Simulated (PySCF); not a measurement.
Job file and geometry (Å, from GFN2-xTB) of an NMR shielding run on `CO[C@@H](F)COCF`, C4H8F2O2, GIAO PBE0/pcSseg-1 NMR shielding, non-relativistic, gas phase (PySCF); density fitting, a coarse starting grid and PySCF grid level 2 are the driver's defaults:

```
$ OMP_NUM_THREADS=1 python probes_run.py task.json out

{"job": {"kind": "nmr", "xc": "PBE0", "basis": "pcSseg-1"}, "charge": 0, "multiplicity": 1}
C      2.798409    -0.315820    -0.528244
O      1.703794     0.007025     0.315726
C      0.493114     0.045944    -0.314484
F      0.142865    -1.234318    -0.741601
C     -0.565024     0.563030     0.666261
O     -1.740331     1.003779     0.011858
C     -2.674952     0.030519    -0.241329
F     -3.268693    -0.388560     0.928034
H      2.697945    -1.327000    -0.930515
H      3.685207    -0.255426     0.097086
H      2.873266     0.399450    -1.354061
H      0.505281     0.652281    -1.239136
H     -0.785252    -0.215001     1.403329
H     -0.147960     1.432808     1.176272
H     -3.460946     0.484033    -0.854310
H     -2.264320    -0.873800    -0.712003
```

Question: Write the output of this run.

Answer: 
```
coarse grid: 13648 points
cycle   1  E = -506.5470774305  dE =  1.036e+00  |g| = 9.175e-01  |ddm| = 3.296e+00
cycle   2  E = -506.4156132367  dE =  1.315e-01  |g| = 1.301e+00  |ddm| = 1.245e+00
cycle   3  E = -506.6845556376  dE = -2.689e-01  |g| = 5.646e-02  |ddm| = 7.585e-01
cycle   4  E = -506.6850541658  dE = -4.985e-04  |g| = 2.291e-02  |ddm| = 4.265e-02
cycle   5  E = -506.6851397985  dE = -8.563e-05  |g| = 9.379e-03  |ddm| = 1.762e-02
cycle   6  E = -506.6851531340  dE = -1.334e-05  |g| = 2.098e-03  |ddm| = 5.791e-03
cycle   7  E = -506.6851539394  dE = -8.054e-07  |g| = 4.315e-04  |ddm| = 1.658e-03
final grid: 133432 points
cycle   8  E = -506.7678559476  dE = -4.149e-05  |g| = 1.372e-02  |ddm| = 2.264e-02
cycle   9  E = -506.7678268282  dE =  2.912e-05  |g| = 1.917e-02  |ddm| = 1.706e-02
cycle  10  E = -506.7678896433  dE = -6.282e-05  |g| = 1.220e-03  |ddm| = 1.011e-02
cycle  11  E = -506.7678899592  dE = -3.160e-07  |g| = 2.643e-04  |ddm| = 1.089e-03
cycle  12  E = -506.7678899691  dE = -9.847e-09  |g| = 1.337e-04  |ddm| = 2.175e-04
cycle  13  E = -506.7678899715  dE = -2.446e-09  |g| = 2.154e-05  |ddm| = 7.524e-05
cycle  14  E = -506.7678899716  dE = -7.765e-11  |g| = 5.621e-06  |ddm| = 1.833e-05
converged SCF energy = -506.7678899716

GIAO shielding tensors (ppm)
atom      isotropic    diamagn.    paramagn.     s11        s22        s33       span
  0 C      128.101     243.131    -115.030     92.094    108.609    183.599     91.505
  1 O      259.546     397.645    -138.099    186.849    283.501    308.287    121.437
  2 C       65.478     244.365    -178.887     46.001     71.031     79.404     33.403
  3 F      327.900     477.648    -149.748    254.038    345.298    384.362    130.324
  4 C      115.532     248.212    -132.680     90.363    107.127    149.107     58.744
  5 O      252.577     394.732    -142.154    190.174    254.109    313.449    123.274
  6 C       81.220     241.407    -160.188     56.700     81.298    105.661     48.961
  7 F      355.703     472.014    -116.312    238.638    377.235    451.235    212.597
  8 H       27.631      28.528      -0.898     23.226     26.076     33.591     10.365
  9 H       27.798      27.457       0.341     23.811     25.598     33.986     10.175
 10 H       28.379      28.248       0.131     24.791     26.009     34.337      9.546
 11 H       26.207      31.734      -5.527     24.101     25.935     28.584      4.483
 12 H       27.423      31.249      -3.826     23.119     28.748     30.401      7.282
 13 H       27.984      30.476      -2.492     22.923     29.308     31.721      8.798
 14 H       26.182      26.825      -0.643     21.595     26.252     30.698      9.104
 15 H       25.878      29.815      -3.937     21.380     27.578     28.675      7.295
```

Question: Turn these shieldings into chemical shifts. δ = σ(ref) − σ, references computed at the same level: TMS for 13C (186.93 ppm) and 1H (31.72 ppm); H2O for 17O (336.08 ppm); 19F (170.95 ppm) vs CFCl3.

Answer: Averaging equivalent atoms: C 2: 121.4; C 6: 105.7; C 4: 71.4; C 0: 58.8; O 5: 83.5; O 1: 76.5; F 3: -157.0; F 7: -184.8; H 15: 5.84; H 14: 5.54; H 11: 5.51; H 12: 4.29; H 8/9/10: 3.78; H 13: 3.73 ppm. Unscaled 19F shifts against computed CFCl3 carry errors that often reach 10 to 50 ppm. Experimental scales use liquid or dissolved standards, which lie at an offset from isolated H2O (liquid H2O: subtract about 36 ppm).

Size and cost of the density-fitted run: 176 basis functions, 54 s wall time on 1 thread of an Arm Neoverse N1, shared host; peak memory 0.79 GiB.
